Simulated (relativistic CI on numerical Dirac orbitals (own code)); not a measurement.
## Hyperfine structure of Pr XXXVI, mass number 141

Computed by Dirac-Coulomb-Breit CI, orbitals from a KLI potential per configuration, QED by a radiative potential, unscaled Slater integrals (own radial code, finite nucleus).

CI space (outside the closed core [Ne]): 3s2 3p6 3d6, 3s2 3p5 3d7, 3s2 3p4 3d8, 3s 3p6 3d7, 3p6 3d8, 3s 3p5 3d8, 3s2 3p6 3d5 4s, 3s2 3p6 3d5 4p, 3s2 3p4 3d7 4s, 3s2 3p6 3d5 4d, 3s2 3p5 3d6 4s, 3s2 3p6 3d5 4f, 3s2 3p6 3d4 4s2, 3s 3p6 3d6 4s, 3p6 3d7 4s, 3s2 3p6 3d5 5s. Levels of other configurations are missing.

Nuclear spin I = 5/2, μ = 4.266 μN, Q = -0.0589 b (tables of Stone and Pyykkö). The electronic factors are computed for point nuclear moments, without core polarisation or the Bohr-Weisskopf and QED corrections.

```tsv
Level	E (cm⁻¹)	A (MHz)	B (MHz)
3s2 3p6 3d6 5D_3	141605	18600	-258
3s2 3p6 3d6 5D_1	167267	25930	660
3s2 3p6 3d6 3G_5	216815	36650	-744
3s2 3p6 3d6 3H_6	217948	40170	1470
3s2 3p6 3d6 3F_2	248922	48160	1270
3s2 3p6 3d6 3D_1	329447	33670	-1180
```

Levels with J = 0, under 50 % of one LS term, or S terms without an open s electron are left out. Small factors come from cancelling terms and can be off by tens of per cent or more.

At this charge energies of transitions that change n are usually good to better than 1 %, and those within a shell (Δn = 0) to a few per cent. Terms inside the open d or f shell come out 10 to 20 % too wide with unscaled integrals.

Task: Give the hyperfine levels of 3s2 3p6 3d6 5D_3 relative to its centre of gravity.

Result: With K = F(F + 1) − I(I + 1) − J(J + 1), E = AK/2 + B[¾K(K + 1) − I(I + 1)J(J + 1)]/[2I(2I − 1)J(2J − 1)]: F = 1/2: -186100, F = 3/2: -158100, F = 5/2: -111600, F = 7/2: -46410, F = 9/2: 37270, F = 11/2: 139400 MHz.

LS names give the leading component of a level, which can be under half, so a name can repeat, a term be missing and a line seem to break the LS rules.
